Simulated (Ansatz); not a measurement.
Basis-set extrapolation for C₂H₂FSi (`C#C[SiH]F`) radical (PBE0-D4/def2-TZVP geometry, frozen core, the Gaussian-basis code of Ansatz). Multiplicity 2, UHF reference.

```csv
,def2-TZVPP,def2-QZVPP
HF,-465.327072,-465.344305
MP2 correlation,-0.636404,-0.687980
CCSD(T) correlation,-0.687571,not run
```

Energies in hartree. Use E(X) = E(∞) + A·exp(−7.88·√X) for Hartree–Fock and E(X) = E(∞) + B·X^(−2.97) for correlation, with X = 3 and 4, and add CCSD(T) minus MP2 of the smaller set to the MP2 limit.

What is the CCSD(T) energy at the basis-set limit?

HF limit: -465.344305 + (-0.017233) × 0.13774 = -465.34668. MP2 limit: -0.687980 + (-0.051576) × 0.74074 = -0.72618. Higher-order term: -0.687571 − (-0.636404) = -0.05117. Total: -466.12403 hartree, 2.98 eV below CCSD(T)/def2-TZVPP.
